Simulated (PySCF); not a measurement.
Species: C₅H₇F₃Si.
Atom-mapped SMILES: `[F:1][CH:2]([F:3])[C:4]1=[CH:5][CH2:6][Si@H:7]([F:8])[CH2:9]1` (hydrogens: H10 on C2; H11 on C5; H12, H13 on C6; H14 on Si7; H15, H16 on C9)

Structure used (PBE0-D3(BJ)/def2-SVP), in Å, numbered top down from 1:
```xyz
16
C5H7F3Si angstrom
F      2.9055    0.8014    1.1595
C      2.4224   -0.0689    0.2364
F      2.8468   -1.3049    0.5725
C      0.9285    0.0134    0.1948
C      0.1403   -1.0649    0.3334
C     -1.3522   -0.8905    0.2729
Si    -1.5321    0.9476   -0.1023
F     -2.1000    1.1784   -1.6142
C      0.3013    1.3689   -0.0127
H      2.8795    0.1974   -0.7357
H      0.5809   -2.0541    0.4898
H     -1.8325   -1.1909    1.2204
H     -1.8074   -1.5216   -0.5104
H     -2.4253    1.7222    0.8011
H      0.5580    2.0520    0.8144
H      0.6588    1.8537   -0.9386
```

Computed with PySCF at CAM-B3LYP/def2-SVPD, non-relativistic, on one gas-phase PBE0-D3(BJ)/def2-SVP geometry that isn't relaxed in the solvent. The solvent is an IEF-PCM continuum (cavity from Bondi-type radii × 1.2), and excitations are vertical TDDFT with non-equilibrium linear response and a frozen core. Specific hydrogen bonds and non-electrostatic terms are outside this model.

Gas-phase singlets (H = HOMO, L = LUMO):

```csv
state,E (eV),λ (nm),f,leading configuration
S1,6.941,179,0.269,H→L 94%
S2,7.218,172,0.028,H→L+2 68%
S3,7.319,169,0.003,H-1→L 89%
S4,7.469,166,0.004,H→L+1 62%
S5,7.871,158,0.003,H-2→L 78%
```

Question: Give the list for methanol (ε = 32.61), n² = 1.77.

Answer: 
```tsv
state	E (eV)	λ (nm)	f	leading configuration	change by rank (eV)
S1	6.836	181	0.345	H→L 94%	-0.105
S2	7.230	171	0.029	H→L+2 92%	+0.012
S3	7.298	170	0.003	H-1→L 85%	-0.021
S4	7.372	168	0.004	H→L+1 83%	-0.097
S5	7.845	158	0.005	H-1→L+1 50%	-0.026
```

Question: How does the list change in water (ε = 78.36)?

Answer: 
```json
{"state": "S1", "E (eV)": "6.835", "λ (nm)": "181", "f": "0.346", "leading configuration": "H→L 94%", "change by rank (eV)": "-0.106"}
{"state": "S2", "E (eV)": "7.231", "λ (nm)": "171", "f": "0.029", "leading configuration": "H→L+2 92%", "change by rank (eV)": "+0.013"}
{"state": "S3", "E (eV)": "7.297", "λ (nm)": "170", "f": "0.003", "leading configuration": "H-1→L 85%", "change by rank (eV)": "-0.022"}
{"state": "S4", "E (eV)": "7.370", "λ (nm)": "168", "f": "0.004", "leading configuration": "H→L+1 83%", "change by rank (eV)": "-0.099"}
{"state": "S5", "E (eV)": "7.843", "λ (nm)": "158", "f": "0.005", "leading configuration": "H-1→L+1 51%", "change by rank (eV)": "-0.028"}
```

Question: The ground-state energy changes by -0.229 eV from gas to water. By how much does the total energy of gas-phase S1 change?

Answer: E(S1) = E(S0) + excitation energy, so it changes by -0.229 − 0.106 = -0.335 eV: it is lowered more than the ground state, which is what a red shift means. This is the vertical state, with the slow part of the continuum still set for S0.

Question: How do the frontier levels move from gas to water?

Answer: 
```csv
orbital,gas (eV),solvent (eV),change (eV)
LUMO+2,1.24,1.54,+0.30
LUMO+1,1.17,1.34,+0.17
LUMO,0.69,0.97,+0.28
HOMO,-9.06,-8.75,+0.31
HOMO-1,-10.24,-9.92,+0.32
HOMO-2,-10.67,-10.40,+0.27
HOMO-3,-11.52,-11.32,+0.20
```

The HOMO–LUMO gap goes from 9.76 to 9.72 eV. Rows go by rank; for LUMO+1 and LUMO+2 the atom shares or the degeneracy differ between the runs, so the row needn't follow one orbital.
